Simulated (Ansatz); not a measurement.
Relaxation of BCl2H3OS (8 atoms, charge 0, multiplicity 1), to a largest force component of 0.03 eV/Å in at most 50 steps.

Level of theory: RKS BHLYP-D4/def2-SVP (Ansatz 0.2.0).

```xyz
8
Properties=species:S:1:pos:R:3:forces:R:3
B 0.101 -0.384 0.006 -0.08 -0.38 0.88
Cl -0.065 -0.835 1.773 0.08 0.02 -0.86
Cl 1.687 -0.410 -0.723 0.01 0.00 -0.02
O -0.982 -0.189 -0.727 -0.02 -0.04 -0.08
H -1.802 -0.240 -0.240 -0.04 0.03 0.00
S 0.351 2.540 0.991 -0.17 -0.32 0.74
H 1.644 2.198 1.093 -0.04 0.03 -0.01
H -0.004 1.726 2.039 0.25 0.67 -0.64
```

Task: Where does it end, and by what steps?

Result: It converged. The force dipped under the threshold on the way, but the program's further checks kept it going. After 22 steps the energy has fallen by 0.132 eV; H8 moved furthest, 0.76 Å.

```
step  energy less start (eV)  largest force component (eV/Å)  accepted
   0                  0.0000                           0.875       yes
   1                 -0.0863                           0.682       yes
   2                 -0.0975                           0.485       yes
   3                 -0.1090                           0.309       yes
   4                 -0.1119                           0.300       yes
   5                 -0.1052                           0.472        no
   6                 -0.1215                           0.215       yes
   7                 -0.1236                           0.182       yes
   8                 -0.1258                           0.067       yes
   9                 -0.1272                           0.038       yes
  10                 -0.1253                           0.366        no
  11                 -0.1289                           0.082       yes
  12                 -0.1273                           0.225        no
  13                 -0.1300                           0.050       yes
  14                 -0.1303                           0.084       yes
  15                 -0.1311                           0.107       yes
  16                 -0.1316                           0.057       yes
  17                 -0.1317                           0.039       yes
  18                 -0.1320                           0.015       yes
  19                 -0.1320                           0.093        no
  20                 -0.1322                           0.011       yes
  21                 -0.1322                           0.045       yes
  22                 -0.1323                           0.016       yes
```

```xyz
8
Properties=species:S:1:pos:R:3
B 0.056 -0.537 0.064
Cl -0.353 -1.126 1.678
Cl 1.743 -0.437 -0.415
O -0.879 -0.222 -0.822
H -1.773 -0.265 -0.488
S 0.199 2.654 1.291
H 1.287 2.380 0.559
H 0.651 1.959 2.345
```

The run took 95 s on 2 threads of Intel(R) Xeon(R) Platinum 8259CL CPU @ 2.50GHz (Skylake/Cascade Lake), on a shared host, peak memory 0.24 GiB.
